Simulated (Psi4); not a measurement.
C$_{3}$H$_{3}$ (SMILES C#C[CH2-]), charge -1, singlet, at a GFN2-xTB geometry (a gas-phase anion, which may not be bound at this level); MP2/STO-3G in Psi4.

Here is a job for Psi4.
```
memory 2 GB

molecule {
-1 1
C    -0.00058846   -0.06735310    0.13145175
C     0.01272709    0.42165409    1.28692893
C    -0.00916618   -0.23508926   -1.20054090
H     0.00817204   -0.08669387    2.25254432
H     0.90933867   -0.33006222   -1.78374476
H    -0.93534543   -0.29851433   -1.77583821
}

set {
  basis sto-3g
}

energy('mp2')
print_variables()
```

It wrote (shortened):

```
    SCF Algorithm Type (re)set to DF.

   => Loading Basis Set <=

    Name: STO-3G
    Role: ORBITAL
    Keyword: BASIS

         ---------------------------------------------------------
                                   SCF
               by Justin Turney, Rob Parrish, Andy Simmonett
                          and Daniel G. A. Smith
                              RHF Reference
         ---------------------------------------------------------

  ==> Geometry <==

    Molecular point group: c1
    Full point group: C1

    Geometry (in Angstrom), charge = -1, multiplicity = 1:

       Center              X                  Y                   Z               Mass
    ------------   -----------------  -----------------  -----------------  -----------------
         C           -0.001041908154    -0.085538905445     0.098220186506    12.000000000000
         C            0.012273641846     0.403468284555     1.253697366506    12.000000000000
         C           -0.009619628154    -0.253275065445    -1.233772463494    12.000000000000
         H            0.007718591846    -0.104879675445     2.219312756506     1.007825032230
         H            0.908885221846    -0.348248025445    -1.816976323494     1.007825032230
         H           -0.935798878154    -0.316700135445    -1.809069773494     1.007825032230

  Running in c1 symmetry.

  Rotational constants: A =      7.07236  B =      0.32493  C =      0.31850 [cm^-1]
  Rotational constants: A = 212024.04025  B =   9741.13896  C =   9548.45058 [MHz]
  Nuclear repulsion =   53.362934855097144

  Charge       = -1
  Multiplicity = 1
  Electrons    = 22
  Nalpha       = 11
  Nbeta        = 11

  ==> Algorithm <==

  SCF Algorithm Type is DF.
  DIIS enabled.
  MOM disabled.
  Fractional occupation disabled.
  Guess Type is SAD.
  Energy threshold   = 1.00e-08
  Density threshold  = 1.00e-08
  Integral threshold = 1.00e-12

  ==> Primary Basis <==

  Basis Set: STO-3G
    Blend: STO-3G
    Number of shells: 12
    Number of basis functions: 18
    Number of Cartesian functions: 18
    Spherical Harmonics?: true
    Max angular momentum: 1

   => Loading Basis Set <=

    Name: (STO-3G AUX)
    Role: JKFIT
    Keyword: DF_BASIS_SCF

  ==> Integral Setup <==

  SCF_SUBTYPE=INCORE selected. In-core MEM_DF algorithm will be used.
  Using in-core AOs.

  ==> MemDFJK: Density-Fitted J/K Matrices <==

    J tasked:                   Yes
    K tasked:                   Yes
    wK tasked:                   No
    Algorithm:                 Core
    Schwarz Cutoff:           1E-12
    Mask sparsity (%):       0.6173
    Fitting Condition:        1E-10

   => Auxiliary Basis Set <=

  Basis Set: (STO-3G AUX)
    Blend: DEF2-UNIVERSAL-JKFIT
    Number of shells: 93
    Number of basis functions: 279
    Number of Cartesian functions: 327
    Spherical Harmonics?: true
    Max angular momentum: 4

  Minimum eigenvalue in the overlap matrix is 1.6165126298E-01.
  Reciprocal condition number of the overlap matrix is 7.4662401313E-02.
    Using symmetric orthogonalization.

  ==> Pre-Iterations <==

  SCF Guess: Superposition of Atomic Densities via on-the-fly atomic UHF (no occupation information).

   -------------------------
    Irrep   Nso     Nmo
   -------------------------
     A         18      18
   -------------------------
    Total      18      18
   -------------------------

  ==> Iterations <==

                           Total Energy        Delta E     RMS |[F,P]|

   @DF-RHF iter SAD:  -111.58892275419623   -1.11589e+02   0.00000e+00
   @DF-RHF iter   1:  -113.59256426688042   -2.00364e+00   1.03527e-02 DIIS/ADIIS
   @DF-RHF iter   2:  -113.62094404737942   -2.83798e-02   4.45217e-03 DIIS/ADIIS
   @DF-RHF iter   3:  -113.62512196116063   -4.17791e-03   2.12201e-03 DIIS/ADIIS
   @DF-RHF iter   4:  -113.62642773610287   -1.30577e-03   5.90027e-04 DIIS/ADIIS
   @DF-RHF iter   5:  -113.62673632930220   -3.08593e-04   1.87862e-04 DIIS/ADIIS
[...]
  Energy and wave function converged.

  ==> Post-Iterations <==

    Orbital Energies [Eh]
    ---------------------

    Doubly Occupied:

[...]
    Virtual:

[...]
      18A      1.671720

    Final Occupation by Irrep:
              A
    DOCC [    11 ]
    NA   [    11 ]
    NB   [    11 ]

  @DF-RHF Final Energy:  -113.62677562042512

   => Energetics <=

    Nuclear Repulsion Energy =             53.3629348550971443
    One-Electron Energy =                -266.2107410729446997
    Two-Electron Energy =                  99.2210305974224411
    Total Energy =                       -113.6267756204251214

Computation Completed

Properties will be evaluated at   0.000000,   0.000000,   0.000000 [a0]

Properties computed using the SCF density matrix

 Multipole Moments:

 ------------------------------------------------------------------------------------
     Multipole            Electronic (a.u.)      Nuclear  (a.u.)        Total (a.u.)
 ------------------------------------------------------------------------------------

 L = 1.  Multiply by 2.5417464519 to convert [e a0] to [Debye]
 Dipole X            :          0.0102865           -0.0179948           -0.0077083
 Dipole Y            :          0.2692514           -0.7216901           -0.4524387
 Dipole Z            :          1.3256100           -1.3187696            0.0068404
 Magnitude           :                                                    0.4525560

 ------------------------------------------------------------------------------------

  //>>>>>>>>>>>>>>>>>>>>>>>>>>>>>>>>>>>//
  //               DFMP2               //
  //<<<<<<<<<<<<<<<<<<<<<<<<<<<<<<<<<<<//

   => Loading Basis Set <=

    Name: (STO-3G AUX)
    Role: RIFIT
    Keyword: DF_BASIS_MP2

	 --------------------------------------------------------
	                          DF-MP2
	      2nd-Order Density-Fitted Moller-Plesset Theory

	        Rob Parrish, Justin Turney, Andy Simmonett,
	           Ed Hohenstein, and C. David Sherrill
	 --------------------------------------------------------

   => Auxiliary Basis Set <=

  Basis Set: (STO-3G AUX)
    Blend: DEF2-SVP-RI
    Number of shells: 66
    Number of basis functions: 186
    Number of Cartesian functions: 210
    Spherical Harmonics?: true
    Max angular momentum: 3

	 --------------------------------------------------------
	                 NBF =    18, NAUX =   186
	 --------------------------------------------------------
	   CLASS    FOCC     OCC    AOCC    AVIR     VIR    FVIR
	   PAIRS       0      11      11       7       7       0
	 --------------------------------------------------------

	-----------------------------------------------------------
	 ==================> DF-MP2 Energies <====================
	-----------------------------------------------------------
	 Reference Energy          =    -113.6267756204251214 [Eh]
	 Singles Energy            =      -0.0000000000000000 [Eh]
	 Same-Spin Energy          =      -0.0357462122290155 [Eh]
	 Opposite-Spin Energy      =      -0.1454885450318098 [Eh]
	 Correlation Energy        =      -0.1812347572608254 [Eh]
	 Total Energy              =    -113.8080103776859460 [Eh]
	-----------------------------------------------------------
	 ================> DF-SCS-MP2 Energies <==================
	-----------------------------------------------------------
	 SCS Same-Spin Scale       =       0.3333333333333333 [-]
	 SCS Opposite-Spin Scale   =       1.2000000000000000 [-]
	 SCS Same-Spin Energy      =      -0.0119154040763385 [Eh]
	 SCS Opposite-Spin Energy  =      -0.1745862540381718 [Eh]
	 SCS Correlation Energy    =      -0.1865016581145103 [Eh]
	 SCS Total Energy          =    -113.8132772785396298 [Eh]
	-----------------------------------------------------------

  Variable Map:
  ----------------------------------------------------------------------------
[...]
  Array Variable Map:
  ----------------------------------------------------------------------------
[...]
[...]
```
